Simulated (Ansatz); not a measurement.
`F[Si](F)(Cl)Cl` → Cl₂ + `F[Si]F` at 298.15 K and 1 bar (silylene formation by 1,1-elimination).

Calculated with Ansatz (gas phase, PBE0-D4/def2-TZVP geometries, no zero-point term in ΔE). CBS: def2 TZ/QZ extrapolation, frozen cores.

```csv
species,CCSD(T)/CBS energy (Eh),H − E (kJ/mol),S (J/(mol·K))
`F[Si](F)(Cl)Cl`,-1408.46656,43.6,322.9
Cl₂,-919.51518,12.6,222.8
`F[Si]F`,-488.75390,23.6,256.9
```

H − E and S are ideal-gas, rigid-rotor, harmonic terms from PBE0-D4/def2-TZVP. 1 Eh = 2625.50 kJ/mol, R = 8.31446 J/(mol·K).

By hand: ΔE, ΔH, ΔS and ΔG.

ΔE = (-919.51518) + (-488.75390) − (-1408.46656) = 0.19748 Eh = 518.5 kJ/mol. Δ(H − E) = 12.6 + 23.6 − 43.6 = -7.4, so ΔH = 511.1 kJ/mol. ΔS = 222.8 + 256.9 − 322.9 = 156.8 J/(mol·K). ΔG = 511.1 − 298.15 × (156.8)/1000 = 464.4 kJ/mol.

By hand: the equilibrium constant, and the temperature at which ΔG would vanish if ΔH and ΔS stayed fixed.

log₁₀ K = −ΔG/(RT ln 10) = -81.4. ΔG = 0 at ΔH/ΔS = 3260 K, far beyond where these terms or the molecules hold.

The number of gas molecules changes by +1, which sets the sign of ΔS. A doubt of 5 kJ/mol in ΔE shifts log₁₀ K by 0.9 here. These are equilibria of isolated gas molecules and say nothing of rates. Largest T1 diagnostic: 0.015 (customary marks: 0.02 for closed shells, 0.045 for open ones).
